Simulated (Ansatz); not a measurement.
Reaction (atomization): `F[Si](F)O[SiH3]`• → 2 F• + 3 H• + O• + 2 Si•

Gas-phase electronic energies from Ansatz, PBE0-D4/def2-TZVP geometries. CBS: MP2 limit from def2 TZ/QZ plus the TZ coupled-cluster correction, frozen cores. This one scheme is used for every species, atoms too. Functionals use def2-TZVPP. B3LYP here is the variant with VWN-RPA as its local correlation; programs differ in this. HSE06 is defined as in plane-wave codes. Open shells (•) are unrestricted, without spin–orbit coupling. Spin–orbit coupling would lower the free atoms: a little for F, O, Si. Each species was taken in one conformer, which may not be the lowest.

```csv
level,ΔE (kJ/mol),difference from CCSD(T)/CBS
LDA (SPW92),3421.5,386.3
revPBE-D4,2940.1,-95.1
BLYP-D4,3001.2,-34.0
r2SCAN-D4,3031.1,-4.1
B97M-V,3016.1,-19.1
PBE0-D4,2961.9,-73.3
B3LYP-D4,2997.6,-37.6
r2SCANh-D4,3003.7,-31.5
r2SCAN0-D4,2964.4,-70.8
HSE06-D4,2963.6,-71.6
BHLYP-D4,2913.1,-122.1
CAM-B3LYP-D4,3035.6,0.4
ωB97X-V,3026.3,-8.9
ωB97M-V,3013.0,-22.2
B2PLYP,2986.2,-49.0
PBE-QIDH,2974.1,-61.1
PBE,3005.5,-29.7
BLYP,2964.6,-70.6
r2SCAN,3027.1,-8.1
PBE0,2947.8,-87.4
B3LYP,2970.5,-64.7
r2SCANh,2999.4,-35.8
r2SCAN0,2959.6,-75.6
HSE06,2950.3,-84.9
BHLYP,2891.4,-143.8
CAM-B3LYP,3021.1,-14.1
HF/def2-SVP,2163.5,-871.7
MP2/def2-SVP,2830.8,-204.4
CCSD/def2-SVP,2715.6,-319.6
CCSD(T)/def2-SVP,2738.2,-297.0
HF/def2-TZVPP,2265.3,-769.9
MP2/def2-TZVPP,3037.9,2.7
SCS-MP2/def2-TZVPP,3001.4,-33.8
CCSD/def2-TZVPP,2898.0,-137.2
CCSD(T)/def2-TZVPP,2937.6,-97.6
HF/def2-QZVPP,2281.0,-754.2
MP2/def2-QZVPP,3099.4,64.2
HF/CBS(def2),2283.2,-752.0
MP2/CBS(def2),3135.5,100.3
CCSD/CBS(def2),2995.6,-39.6
CCSD(T)/CBS,3035.2,0
```

Largest T1 diagnostic among the species: 0.013.

Leaving LDA and LC-ωPBE aside and taking each functional with its dispersion term where it has one, the values spread over 122.4 kJ/mol, from BHLYP-D4 to CAM-B3LYP-D4. LDA lies +415.9 kJ/mol from PBE without D4, its usual overbinding. From r2SCAN to r2SCAN0 (25 % exact exchange), in def2-TZVPP and without D4, ΔE moves by −67.5 kJ/mol: exact exchange takes away binding that semilocal exchange gives to molecules.

For atomizations the MP2-based limit and the directly extrapolated one differ by several kJ/mol either way, and by 10 to 25 for some Ge, Se and Sn compounds, so smaller differences from it don't rank the levels.
